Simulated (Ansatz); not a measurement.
The same path of CH₇GaO (10 atoms, charge 0, multiplicity 1) was run twice with different band settings. Lost on the way: Ga1–H2, O8–H10. Made: H2–H10.

All numbers below come from Ansatz, RKS B3LYP-D4/def2-SVP.

Relaxed end points:

```xyz
10
Properties=species:S:1:pos:R:3
Ga -0.041 0.165 0.167
H -0.209 0.517 1.708
H 1.343 0.463 -0.530
C -1.693 0.002 -0.943
H -2.515 -0.501 -0.404
H -2.059 1.007 -1.212
H -1.510 -0.537 -1.887
O 0.193 -2.013 0.508
H -0.637 -2.460 0.282
H 0.339 -2.192 1.449
```

```xyz
10
Properties=species:S:1:pos:R:3
Ga -0.245 -0.070 -0.670
H 1.234 -1.872 3.477
H 1.083 0.717 -0.916
C -1.960 0.049 -1.643
H -2.697 -0.681 -1.276
H -2.383 1.061 -1.528
H -1.799 -0.119 -2.720
O -0.101 -1.215 0.718
H -0.892 -1.736 0.910
H 0.971 -1.682 2.785
```

Common settings: spring 5.0 eV/Å²; optimiser quadratic models (default); start path through a guess of the saddle point; force threshold 0.03 eV/Å; iteration limit 60; end points relaxed.

| run | movable images | climbing image |
| --- | --- | --- |
| 1 | 7 | yes |
| 2 | 2 | no |

(1) What does each run give, and how far can it be trusted?

Answers

(1) Run 1: converged after 20 iterations, highest image 0.957 eV above the first end. A vibrational analysis at the climbing image gives one clearly imaginary mode, 1243i cm⁻¹: a first-order saddle point.
Run 2: converged after 18 iterations, highest image 0.094 eV above the first end. No image climbed, so the highest image needn't sit at the top of the path. A band with more images between the same ends climbed to 0.96 eV, so this one has probably stepped over the top. So few images can step over the top or miss a turn of the path.
The orbitals stay closed-shell, which can raise the energy where a bond breaks towards radicals; this wasn't checked here.
